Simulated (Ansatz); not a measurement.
Constitutional and geometric isomers with formula CHBN2. All species are isolated molecules in the gas phase. Strings in code marks are SMILES.

Quantity: electronic energy of isomers of CHBN2 relative to `N#CB=N`, in eV.

Case: `B=NC#N`. Geometry of `B=NC#N` (neutral, multiplicity 1, Å):

```xyz
5

B      1.2510     0.1159    -0.2555
N      0.0203     0.0019    -0.3467
C     -1.2684    -0.1175    -0.4421
N     -2.4108    -0.2234    -0.5268
H      2.4079     0.2231    -0.1699
```

Question: Predict the electronic energy of isomers of CHBN2 relative to `N#CB=N` from frozen-core MP2/cc-pVTZ // CAM-B3LYP-D3(BJ)/def2-TZVP (Ansatz, an electronic-structure program).

Answer: 0.65 eV.
